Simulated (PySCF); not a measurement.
These are B3LYP-D3(BJ)/def2-TZVP (PySCF) values and carry that method's errors. Isolated molecules, 0 K electronic values unless said otherwise. B3LYP has the VWN-RPA correlation part, as in Gaussian. 

Reference species (SMILES): `[C@@H]12[C@@H](C1=C)C2` (neutral, multiplicity 1).

```json
{
  "dipole_moment": "1.50 D",
  "HOMO": "-6.12 eV"
}
```

Changed species: `CC1=CC=C1`.

What does the change do to the dipole moment and HOMO?

the dipole moment falls by 0.98 D, to 0.52 D; the HOMO goes up by 0.99 eV, to -5.13 eV.
